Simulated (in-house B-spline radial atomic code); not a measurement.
Successive ionisation energies of platinum; each step leads to the configuration of the next row (after the last: [Xe] 4f14 5d2). NIST's values go from ground level to ground level; the uncertainty of those that are theory runs from under 0.1 % in few-electron ions to several per cent in heavy many-electron ones. Computed with a B-spline radial code for spherical atoms: non-relativistic Hartree-Fock, average of the configuration, point nuclei.

This level leaves out relativity, spin-orbit splitting included, which matters for heavy ions.

| ion | configuration | ionisation energy (eV) | tabulated value (eV) | computed minus tabulated (eV) | highest orbital | largest mean radius (bohr) |
| --- | --- | --- | --- | --- | --- | --- |
| Pt | [Xe] 4f14 5d9 6s1 | 5.83 | 8.95883 | -3.13 | 6s | 3.7588 |
| Pt+ | [Xe] 4f14 5d9 | 18.83 | 18.56 | 0.27 | 5d | 1.5914 |
| Pt2+ | [Xe] 4f14 5d8 | ? | ? | ? | ? | ? |
| Pt3+ | [Xe] 4f14 5d7 | ? | ? | ? | ? | ? |
| Pt4+ | [Xe] 4f14 5d6 | 60.20 | 56 | 4.20 | 5d | 1.4077 |
| Pt5+ | [Xe] 4f14 5d5 | 75.73 | 75 | 0.73 | 5d | 1.3652 |
| Pt6+ | [Xe] 4f14 5d4 | 91.98 | 91 | 0.98 | 5d | 1.3279 |
| Pt7+ | [Xe] 4f14 5d3 | 108.89 | 109 | -0.11 | 5d | 1.2946 |

Q: Fill in the row of Pt2+.

A: ionisation energy (eV): 31.62; tabulated value (eV): 29; computed minus tabulated (eV): 2.62; highest orbital: 5d; largest mean radius (bohr): 1.5166.

Q: Fill in the row of Pt3+.

A: ionisation energy (eV): 45.46; tabulated value (eV): 43; computed minus tabulated (eV): 2.46; highest orbital: 5d; largest mean radius (bohr): 1.4572.

Q: Where is the largest jump?

A: From Pt to Pt+, by a factor of 3.23 (5.8332 to 18.831 eV); the highest orbital goes from 6s to 5d.
